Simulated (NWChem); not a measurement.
Molecule: AuCl; SMILES [Cl][Au]

Program: NWChem. Geometry: optimised at PBE0/def2-SVP. def2 effective core potentials on Au; no spin-orbit coupling.

Question: Estimate the computed values for B3LYP/def2-TZVP. Quantities: highest occupied level (eV); orbital gap (eV); dipole (D).

Answer: 
```yaml
highest occupied level (eV): -7.81
orbital gap (eV): 3.60
dipole (D): 3.72
```
